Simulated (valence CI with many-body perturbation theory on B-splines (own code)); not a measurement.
# Hyperfine factors and g values of Os⁶⁰⁺

Calculated by relativistic CI+MBPT: six valence electrons over a frozen Dirac-Fock core [Ne], radial functions for each j: 9 s, 9 p, 8 d, 6 f, 3 g, 1 h, with the one-electron correlation potential Σ1, the two-electron term Σ2, the three-electron term Σ3, Breit, model QED; selected CI, second order for the rest, scaled by the run's own slope (own B-spline code, finite nucleus).

No measured spectrum was set against this ion. As an estimate, large intervals hold to a few tenths of a per cent, small ones and those within an open d or f shell to about a per cent. Among the levels kept, up to 960 cm⁻¹ of a level comes from second order outside the variational space, and about a tenth of that is noise between levels of different J, which matters for small intervals.

A/g_I is the dipole constant over the nuclear g factor μ/I (μ in nuclear magnetons, uniformly magnetised nucleus), B/Q the quadrupole constant per barn. Both hold the static response of the core; the bare values leave it out. Large factors of s and p1/2 electrons are usually good to 5 to 10 %; those of open d and f shells near neutrality can be off by tens of per cent, and small factors of p3/2, d and f electrons come from cancelling terms and can be off by a factor of two or in sign, in half-filled shells by more. B is blank for J = 1/2, where it vanishes, and for nearly pure S terms. Energies count from the lowest level. Levels with J = 0 are left out.

Levels are named by their leading jj configuration (3d3/2^4 stands for four electrons in 3d with j = 3/2), which in mixed levels can hold well under half, so a name can repeat and another be missing. Letters in brackets count levels of one name in rising energy.

```tsv
Level	E (eV)	g	A/g_I (MHz)	A/g_I bare	B/Q (MHz/b)	B/Q bare
(3s^2 3p1/2^2 3p3/2^2) J=2	0.00	1.329	228000	227000	29400	29000
(3s^2 3p1/2^2 3p3/2 3d3/2) J=2	243.01	1.042	175000	176000	-3290	-3050
(3s^2 3p1/2^2 3p3/2 3d3/2) J=1	251.91	1.099	166000	167000	-205000	-204000
(3s^2 3p1/2^2 3p3/2 3d3/2) J=3	252.39	1.082	172000	174000	497000	493000
(3s^2 3p1/2^2 3p3/2 3d5/2) J=4	338.16	1.248	113000	115000	511000	508000
(3s^2 3p1/2^2 3p3/2 3d5/2) J=2	345.34	1.231	71900	74800	-296000	-291000
(3s^2 3p1/2^2 3p3/2 3d5/2) J=3	364.75	1.202	102000	104000	-16700	-14100
(3s^2 3p1/2^2 3p3/2 3d5/2) J=1	376.55	1.052	-87400	-81500	65100	65300
(3s^2 3p1/2 3p3/2^3) J=1	395.12	1.489	-236000	-228000	-229000	-227000
(3s^2 3p1/2 3p3/2^3) J=2	404.96	1.143	699000	688000	-490000	-483000
(3s^2 3p1/2^2 3d3/2^2) J=2	496.41	0.753	123000	126000	4060	4230
(3s 3p1/2^2 3p3/2^3) J=2	586.98	1.467	1540000	1520000	-426000	-421000
(3s^2 3p1/2^2 3d3/2 3d5/2) J=3	596.05	1.072	71000	74100	21000	21800
(3s^2 3p1/2^2 3d3/2 3d5/2) J=2	607.53	1.170	59200	62400	-39000	-40100
(3s 3p1/2^2 3p3/2^3) J=1	608.12	1.187	-883000	-860000	-171000	-169000
(3s^2 3p1/2^2 3d3/2 3d5/2) J=1	612.60	1.507	3050	5900	25800	26800
(3s^2 3p1/2^2 3d3/2 3d5/2) J=4	612.70	1.059	78000	81300	123000	128000
(3s^2 3p1/2 3p3/2^2 3d3/2) J=2 [a]	628.06	1.025	377000	374000	-245000	-243000
(3s^2 3p1/2 3p3/2^2 3d3/2) J=1 [a]	631.03	0.990	407000	403000	-72000	-72000
(3s^2 3p1/2 3p3/2^2 3d3/2) J=3 [a]	636.37	1.067	368000	365000	5160	6070
(3s^2 3p1/2 3p3/2^2 3d3/2) J=4	644.63	1.041	423000	419000	79600	81800
(3s^2 3p1/2 3p3/2^2 3d3/2) J=2 [b]	658.54	0.809	567000	561000	269000	269000
(3s^2 3p1/2 3p3/2^2 3d3/2) J=3 [b]	672.90	1.169	80900	83900	53200	53400
(3s^2 3p1/2 3p3/2^2 3d3/2) J=2 [c]	680.46	1.244	376000	373000	-22000	-23300
(3s^2 3p1/2 3p3/2^2 3d3/2) J=1 [b]	686.45	1.479	233000	233000	166000	164000
(3s^2 3p1/2 3p3/2^2 3d3/2) J=1 [c]	699.65	0.903	-433000	-419000	-97900	-95300
(3s^2 3p1/2^2 3d5/2^2) J=4	705.03	1.173	53900	56800	63700	66200
(3s^2 3p1/2^2 3d5/2^2) J=2	714.68	1.204	52300	55500	-38300	-39800
(3s^2 3p1/2 3p3/2^2 3d5/2) J=3 [a]	718.92	1.306	-123000	-116000	61400	62400
(3s^2 3p1/2 3p3/2^2 3d5/2) J=4 [a]	719.16	1.293	-51800	-46900	158000	159000
(3s^2 3p1/2 3p3/2^2 3d5/2) J=4 [b]	732.13	1.174	355000	352000	17800	19200
(3s^2 3p1/2 3p3/2^2 3d5/2) J=5	735.31	1.186	326000	324000	99900	102000
(3s^2 3p1/2 3p3/2^2 3d5/2) J=1	735.65	0.896	899000	886000	13300	13500
(3s^2 3p1/2 3p3/2^2 3d5/2) J=2	754.46	1.272	-244000	-235000	402000	399000
```

(1) Take the isotope of mass number 187, with I = 1/2, μ = 0.06442 μN. What is the hyperfine structure of (3s^2 3p1/2^2 3p3/2^2) J=2?

Answers

(1) From the table A = 29300 MHz. Shifts from the centre of gravity in MHz: F = 3/2: -44000, F = 5/2: 29300.
